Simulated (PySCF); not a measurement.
# What a mistake does to a calculation on B2CGeH5 cation

These are calculations, not measurements. The program is PySCF 2.14.0, an open-source quantum chemistry code, run on an isolated molecule that a program drew, which may never have been made. The molecule is B2CGeH5 cation (charge +1, singlet), drawn as the SMILES string `[BH+]C=[B][GeH3]`.

Each row is a Hartree-Fock (HF) and frozen-core CCSD(T) single point in the cc-pVDZ basis, meant for a local HF minimum. Run 1 is clean. Each other run has one planted mistake out of seven kinds, and not every kind appears here: one electron removed, one electron added, multiplicity raised by two, geometry at a saddle point, minimal basis STO-3G, one bond length entered in bohr, all coordinates scaled. The reference is restricted for singlets and unrestricted otherwise, and also for a bond in bohr. Adding or removing an electron swaps singlet and doublet. Electrons count all cores. HOMO and LUMO are orbital energies over both spins, the gradient is its largest component, and the lowest frequency (negative if imaginary) is given only where the gradient is small. Bond lengths are over the 8 bonds as drawn. T1 is the CCSD diagnostic: over 0.02 (restricted) or 0.045 (unrestricted) a single reference is doubtful. Germanium has the cc-pVDZ-PP basis, with a core potential (ECP10MDF) in place of its 10 inner electrons, and its 3s, 3p and 3d shells are frozen in CCSD(T).

Geometry of the clean run:
```xyz
9
B2CGeH5 cation, angstrom
B     1.0887    0.0796   -1.7383
C     0.8908   -0.1792   -0.3619
B    -0.3041    0.1716    0.3509
Ge   -2.0657    0.6917    1.3902
H     1.2409    0.2994   -2.8795
H     1.6948   -0.6755    0.1903
H    -2.6248   -0.6204    1.9082
H    -2.9355    1.3456    0.3290
H    -1.6177    1.6476    2.4802
```

```
run,electrons,basis functions,<S^2>,HOMO (eV),LUMO (eV),gradient (hartree/bohr),lowest frequency (cm^-1),mean bond (Å),longest bond (Å),T1,HF (hartree),CCSD(T) (hartree),mistake
1,52,90,0.000,-15.82,-4.05,1.7e-05,28,1.4726,2.110,0.0159,-383.20463,-383.61938,no fault
2,52,90,0.728,-15.94,-4.31,3.0e-02,-,1.6030,2.215,0.0689,-383.06949,-383.48593,one bond length entered in bohr
3,53,90,0.772,-6.21,1.83,5.8e-02,-,1.4726,2.110,0.0530,-383.38616,-383.82630,one electron added
4,52,90,2.018,-12.28,-6.40,7.2e-02,-,1.4726,2.110,0.0159,-383.09107,-383.47317,?
5,52,90,0.000,-16.80,-3.99,6.2e-02,-,1.3622,1.952,0.0147,-383.14866,-383.55510,?
```

**Which mistake was planted in run 4, and what did it cost?**

Electrons, basis and geometry are unchanged, and <S^2> is 2.018, beside S(S+1) = 2.00 for a multiplicity of 3. So the mistake is: multiplicity raised by two. Subtracting run 1 and multiplying by 627.51 kcal/mol a hartree, the energy moved by 71.3 kcal/mol in HF and 91.7 kcal/mol in CCSD(T).

**Which mistake was planted in run 5, and what did it cost?**

The mean and the longest bond both change by the same factor, 0.925, and the gradient is no longer small. So the mistake is: all coordinates scaled. Subtracting run 1 and multiplying by 627.51 kcal/mol a hartree, the energy moved by 35.1 kcal/mol in HF and 40.3 kcal/mol in CCSD(T).

Cautions from the logs. Run 2: T1 is over the limit, so its CCSD(T) energy is less reliable; run 3: T1 is over the limit, so its CCSD(T) energy is less reliable.
